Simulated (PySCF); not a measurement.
## NaSe and its ions

r²SCAN; Na def2-SVPD, Se def2-SVPD; no relativity (PySCF 2.14). Neutral (UKS): doublet (π ↑), Re = 2.633 Å, ωe = 263 cm⁻¹, De = 2.55 eV, HOMO -4.06 eV, LUMO -3.34 eV.

NaSe⁻ (UKS): singlet (closed shell), Re = 2.547 Å, ωe = 283 cm⁻¹, De = 1.61 eV to Na + Se⁻. The energies at the minima are -2563.46941 hartree for NaSe and -2563.51296 for NaSe⁻.

Problem. Work out the adiabatic electron affinity, without and with harmonic zero-point energies (1 hartree = 27.2114 eV, 1 eV = 8065.5 cm⁻¹), and the change of the bond length.

Solution. At r²SCAN: 0.04355 hartree = 1.185 eV between the minima; the zero-point term (263.0 − 283.0)/2 cm⁻¹ = -0.001 eV makes it 1.184 eV. Re changes by -8.6 pm against the neutral. The electron enters a π orbital; in so polar a molecule the change of length follows mostly from the change of the ionic charges.

For an ion De counts to the pair picked by the measured ionisation energies or electron affinities, which need not be the lowest pair at this level. The highest Kohn–Sham level is positive in this anion. Much of that is self-interaction error, but it also means that the finite basis helps to hold the extra electron. States were picked by a PBE0 search and need not be the measured ground states.
